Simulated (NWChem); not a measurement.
Molecule: CH3ClGe, singlet; SMILES [CH3][Ge][Cl]

Program: NWChem. Low-valent species are run as closed-shell singlets; no triplet was tried in these runs. The level has its own optimisation; frequencies are unscaled.

### Question
Predict the results for PBE0/def2-SVP. Quantities: r Cl–Ge (Å); r C–Ge (Å); r C–H (Å); highest harmonic frequency (cm⁻¹); lowest (cm⁻¹); zero-point energy (kcal/mol); dipole (D).

### Answer
| Property | Result |
|---|---|
| r Cl–Ge (Å) | 2.208 |
| r C–Ge (Å) | 1.987 |
| r C–H (Å) | 1.102 |
| highest harmonic frequency (cm⁻¹) | 3168 |
| lowest (cm⁻¹) | 62 |
| zero-point energy (kcal/mol) | 22.7 |
| dipole (D) | 2.12 |
